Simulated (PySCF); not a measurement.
**Molecular orbitals of AsF⁺**

CAM-B3LYP at R = 1.705 Å; As aug-pcseg-1, F aug-pcseg-1; no relativity (PySCF 2.14). State: ²Π (doublet), unpaired electrons π ↑. Only the outer orbitals are listed, counted within each symmetry.

```json
{"spin": "α", "orbital": "8σ", "occ.": "1", "ε (eV)": "-42.84", "on As (%)": "1", "main shells (%)": "96 F s"}
{"spin": "α", "orbital": "9σ", "occ.": "1", "ε (eV)": "-27.41", "on As (%)": "66", "main shells (%)": "65 As s, 26 F p"}
{"spin": "α", "orbital": "4π", "occ.": "1", "ε (eV)": "-22.18", "on As (%)": "9", "main shells (%)": "90 F p, 8 As p"}
{"spin": "α", "orbital": "4π", "occ.": "1", "ε (eV)": "-21.90", "on As (%)": "8", "main shells (%)": "91 F p"}
{"spin": "α", "orbital": "10σ", "occ.": "1", "ε (eV)": "-21.79", "on As (%)": "47", "main shells (%)": "55 F p, 29 As s, 16 As p"}
{"spin": "α", "orbital": "5π", "occ.": "1", "ε (eV)": "-16.12", "on As (%)": "93", "main shells (%)": "93 As p"}
{"spin": "α", "orbital": "5π", "occ.": "0", "ε (eV)": "-11.17", "on As (%)": "95", "main shells (%)": "94 As p"}
{"spin": "α", "orbital": "11σ", "occ.": "0", "ε (eV)": "-7.28", "on As (%)": "102", "main shells (%)": "89 As p, 10 F p, 8 As d"}
{"spin": "α", "orbital": "12σ", "occ.": "0", "ε (eV)": "-3.84", "on As (%)": "104", "main shells (%)": "103 As s"}
{"spin": "β", "orbital": "8σ", "occ.": "1", "ε (eV)": "-42.68", "on As (%)": "1", "main shells (%)": "96 F s"}
{"spin": "β", "orbital": "9σ", "occ.": "1", "ε (eV)": "-26.59", "on As (%)": "58", "main shells (%)": "57 As s, 34 F p"}
{"spin": "β", "orbital": "4π", "occ.": "1", "ε (eV)": "-21.86", "on As (%)": "7", "main shells (%)": "92 F p"}
{"spin": "β", "orbital": "4π", "occ.": "1", "ε (eV)": "-21.55", "on As (%)": "6", "main shells (%)": "94 F p"}
{"spin": "β", "orbital": "10σ", "occ.": "1", "ε (eV)": "-21.35", "on As (%)": "55", "main shells (%)": "48 F p, 39 As s, 16 As p"}
{"spin": "β", "orbital": "5π", "occ.": "0", "ε (eV)": "-10.85", "on As (%)": "95", "main shells (%)": "95 As p"}
{"spin": "β", "orbital": "5π", "occ.": "0", "ε (eV)": "-9.84", "on As (%)": "96", "main shells (%)": "95 As p"}
{"spin": "β", "orbital": "11σ", "occ.": "0", "ε (eV)": "-7.00", "on As (%)": "101", "main shells (%)": "87 As p, 9 F p, 9 As d"}
```

Q: Which are the highest filled and the lowest empty level, where do they sit, and how wide is the gap?

A: Highest filled α 5π at -16.12 eV (in %: 93 As p); lowest empty α 5π at -11.17 eV (in %: 94 As p); the gap at CAM-B3LYP is 4.95 eV. Both belong to one degenerate shell, split only by its one-sided filling, so this is no excitation gap.

```
bond order (Mayer)                                                                                                : 0.77
⟨S²⟩                                                                                                              : 0.753
charge on As (Mulliken, basis-dependent)                                                                          : 1.51
charge on As (Löwdin, basis-dependent)                                                                            : 1.51
dipole moment (positive dipole points towards F; it is taken about the centre of mass and depends on that origin) : -2.52 D
polarisability along the bond                                                                                     : 23.7 bohr³
polarisability across the bond                                                                                    : 17.6 bohr³
```

Shares are Mulliken populations and can fall outside 0 to 100 %.

Spin–orbit coupling is left out. The state was picked by a PBE0 search and need not be the measured ground state.
